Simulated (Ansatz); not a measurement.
Reaction (isomerisation): `C1C[SiH2][SiH2]O1` → `CC1(O)[SiH2][SiH2]1`

Isolated molecules relaxed with PBE0-D4/def2-TZVP in Ansatz; ΔE leaves out vibrations. CCSD(T)/CBS adds triple-zeta CCSD(T) − MP2 to the extrapolated MP2 energy (def2 sets, frozen cores). DFT in def2-TZVPP. Each species was taken in one conformer, which may not be the lowest.

Is it downhill or uphill in electronic energy at CCSD(T)/CBS, and by how much? (Best estimate.)

The calculation gave: Uphill: ΔE = +238.1 kJ/mol.

What do these levels give: LDA (SPW92), B97M-V, BLYP, MP2/def2-TZVPP, CCSD/def2-TZVPP, HF/CBS(def2)? (Best estimate.)

Ansatz gave: LDA (SPW92) 218.0, B97M-V 230.4, BLYP 223.2, MP2/def2-TZVPP 242.0, CCSD/def2-TZVPP 245.2, HF/CBS(def2) 272.5 kJ/mol.

Largest T1 diagnostic among the species: 0.013.

In def2-TZVPP, CCSD(T) changes the Hartree–Fock value by −31.9 kJ/mol (the triples alone add −5.8 kJ/mol) and MP2 by −29.2 kJ/mol. From r2SCAN to r2SCAN0 (25 % exact exchange), in def2-TZVPP and without D4, ΔE moves by +8.6 kJ/mol. Leaving LDA and LC-ωPBE aside and taking each functional with its dispersion term where it has one, the values, not all of them listed here, spread over 38.8 kJ/mol, from PBE-D4 to BHLYP-D4. LDA lies +3.7 kJ/mol from PBE without D4.
